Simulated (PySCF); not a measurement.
Isomers of C5H8N2OSi, mass 140.041 u with the commonest isotopes. Method: PBE0/pcSseg-1 in PySCF (dipole) on a GFN2-xTB geometry, gas phase. One conformer each, none proved a minimum here; rigid rotors.

Task: Order these by rotational constant A, smallest first.
A. `[CH3:1]/[C:2]([C:3]#[N:4])=[N:5]/[SiH2:6][CH2:7][CH:8]=[O:9]` with C2–N5–Si6–C7 123°, N5–Si6–C7–C8 171°, Si6–C7–C8–O9 -90°
B. `[NH2:1][c:2]1[cH:3][cH:4][cH:5][n:6][c:7]1[O:8][SiH3:9]` with N6–C7–O8–Si9 1°
C. `[N:1]#[C:2][C@H:3]1[CH2:4][Si@H:5]([C:6]([NH2:7])=[O:8])[CH2:9]1` with C4–Si5–C6–N7 136°, Si5–C6–N7–H 180° and 0°, C2–C3–C4–Si5 106°, C3–C4–Si5–C6 122°, C4–Si5–C9–C3 -9°, C2–C3–C9–Si5 -105°
D. `[CH2:1]=[N:2][SiH2:3][O:4]/[C:5]([C:6]#[N:7])=[CH:8]/[CH3:9]` with C1–N2–Si3–O4 -127°, N2–Si3–O4–C5 55°, Si3–O4–C5–C6 4°
E. `[CH2:1]=[CH:2][N:3]([SiH2:4][C:5]#[N:6])[C:7]([CH3:8])=[O:9]` with C1–C2–N3–Si4 30°, C2–N3–Si4–C5 -112°, C2–N3–C7–C8 2°
F. `[N:1]#[C:2][Si@@H:3]([CH:4]=[O:5])/[CH:6]=[CH:7]\[CH2:8][NH2:9]` with C2–Si3–C4–O5 150°, C2–Si3–C6–C7 -84°, C6–C7–C8–N9 26°, C7–C8–N9–H 78° and -161°

Result: F (1690 MHz), E (1747 MHz), D (2459 MHz), B (2514 MHz), A (3272 MHz), C (4131 MHz).

Task: Order these by rotational constant C, largest first.
A. `[N:1]#[C:2][C@H:3]1[CH2:4][Si@H:5]([C:6]([NH2:7])=[O:8])[CH2:9]1` with C4–Si5–C6–N7 136°, Si5–C6–N7–H 180° and 0°, C2–C3–C4–Si5 106°, C3–C4–Si5–C6 122°, C4–Si5–C9–C3 -9°, C2–C3–C9–Si5 -105°
B. `[N:1]#[C:2][Si@@H:3]([CH:4]=[O:5])/[CH:6]=[CH:7]\[CH2:8][NH2:9]` with C2–Si3–C4–O5 150°, C2–Si3–C6–C7 -84°, C6–C7–C8–N9 26°, C7–C8–N9–H 78° and -161°
C. `[NH2:1][c:2]1[cH:3][cH:4][cH:5][n:6][c:7]1[O:8][SiH3:9]` with N6–C7–O8–Si9 1°
D. `[CH2:1]=[N:2][SiH2:3][O:4]/[C:5]([C:6]#[N:7])=[CH:8]/[CH3:9]` with C1–N2–Si3–O4 -127°, N2–Si3–O4–C5 55°, Si3–O4–C5–C6 4°
E. `[CH3:1]/[C:2]([C:3]#[N:4])=[N:5]/[SiH2:6][CH2:7][CH:8]=[O:9]` with C2–N5–Si6–C7 123°, N5–Si6–C7–C8 171°, Si6–C7–C8–O9 -90°
F. `[CH2:1]=[CH:2][N:3]([SiH2:4][C:5]#[N:6])[C:7]([CH3:8])=[O:9]` with C1–C2–N3–Si4 30°, C2–N3–Si4–C5 -112°, C2–N3–C7–C8 2°

Result: B (1006 MHz), F (862.1 MHz), C (777.3 MHz), D (724.8 MHz), A (656.4 MHz), E (529.7 MHz).

Task: Order these by out-of-plane moment Σ m c² = (Ia + Ib − Ic)/2, smallest first.
A. `[NH2:1][c:2]1[cH:3][cH:4][cH:5][n:6][c:7]1[O:8][SiH3:9]` with N6–C7–O8–Si9 1°
B. `[N:1]#[C:2][Si@@H:3]([CH:4]=[O:5])/[CH:6]=[CH:7]\[CH2:8][NH2:9]` with C2–Si3–C4–O5 150°, C2–Si3–C6–C7 -84°, C6–C7–C8–N9 26°, C7–C8–N9–H 78° and -161°
C. `[CH2:1]=[CH:2][C@@H:3]([N:4]=[CH2:5])[O:6][SiH2:7][C:8]#[N:9]` with C1–C2–C3–N4 115°, C2–C3–N4–C5 -106°, C2–C3–O6–Si7 -102°, C3–O6–Si7–C8 -64°
D. `[CH2:1]=[N:2][SiH2:3][O:4]/[C:5]([C:6]#[N:7])=[CH:8]/[CH3:9]` with C1–N2–Si3–O4 -127°, N2–Si3–O4–C5 55°, Si3–O4–C5–C6 4°
E. `[CH3:1]/[C:2]([C:3]#[N:4])=[N:5]/[SiH2:6][CH2:7][CH:8]=[O:9]` with C2–N5–Si6–C7 123°, N5–Si6–C7–C8 171°, Si6–C7–C8–O9 -90°
F. `[N:1]#[C:2][C@H:3]1[CH2:4][Si@H:5]([C:6]([NH2:7])=[O:8])[CH2:9]1` with C4–Si5–C6–N7 136°, Si5–C6–N7–H 180° and 0°, C2–C3–C4–Si5 106°, C3–C4–Si5–C6 122°, C4–Si5–C9–C3 -9°, C2–C3–C9–Si5 -105°
G. `[CH2:1]=[CH:2][N:3]([SiH2:4][C:5]#[N:6])[C:7]([CH3:8])=[O:9]` with C1–C2–N3–Si4 30°, C2–N3–Si4–C5 -112°, C2–N3–C7–C8 2°

Result: A (3.09 u·Å²), C (23.35 u·Å²), E (32.70 u·Å²), D (34.87 u·Å²), F (47.10 u·Å²), G (64.52 u·Å²), B (106.24 u·Å²).

```json
{"SMILES": "N#C[C@H]1C[Si@H](C(N)=O)C1", "point group": "Cs", "Ia (u·Å²)": "122.32", "Ib (u·Å²)": "741.81", "Ic (u·Å²)": "769.93", "κ": "-0.99", "μa (D)": "4.19", "μb (D)": "1.51", "μc (D)": "0.02"}
{"SMILES": "N#C[Si@@H](C=O)/C=C\\CN", "point group": "C1", "Ia (u·Å²)": "299.00", "Ib (u·Å²)": "415.62", "Ic (u·Å²)": "502.14", "κ": "-0.39", "μa (D)": "2.96", "μb (D)": "1.79", "μc (D)": "0.97"}
{"SMILES": "C=N[SiH2]O/C(C#N)=C/C", "point group": "C1", "Ia (u·Å²)": "205.48", "Ib (u·Å²)": "561.51", "Ic (u·Å²)": "697.25", "κ": "-0.80", "μa (D)": "0.05", "μb (D)": "1.02", "μc (D)": "0.07"}
{"SMILES": "C=CN([SiH2]C#N)C(C)=O", "point group": "C1", "Ia (u·Å²)": "289.33", "Ib (u·Å²)": "425.93", "Ic (u·Å²)": "586.21", "κ": "-0.27", "μa (D)": "5.56", "μb (D)": "1.19", "μc (D)": "1.32"}
{"SMILES": "C/C(C#N)=N/[SiH2]CC=O", "point group": "C1", "Ia (u·Å²)": "154.44", "Ib (u·Å²)": "865.13", "Ic (u·Å²)": "954.17", "κ": "-0.96", "μa (D)": "2.45", "μb (D)": "1.70", "μc (D)": "1.32"}
{"SMILES": "C=C[C@@H](N=C)O[SiH2]C#N", "point group": "C1", "Ia (u·Å²)": "201.59", "Ib (u·Å²)": "540.32", "Ic (u·Å²)": "695.21", "κ": "-0.77", "μa (D)": "3.89", "μb (D)": "0.16", "μc (D)": "0.33"}
{"SMILES": "Nc1cccnc1O[SiH3]", "point group": "near Cs", "Ia (u·Å²)": "201.03", "Ib (u·Å²)": "455.37", "Ic (u·Å²)": "650.21", "κ": "-0.62", "μa (D)": "1.39", "μb (D)": "1.59", "μc (D)": "0.83"}
```
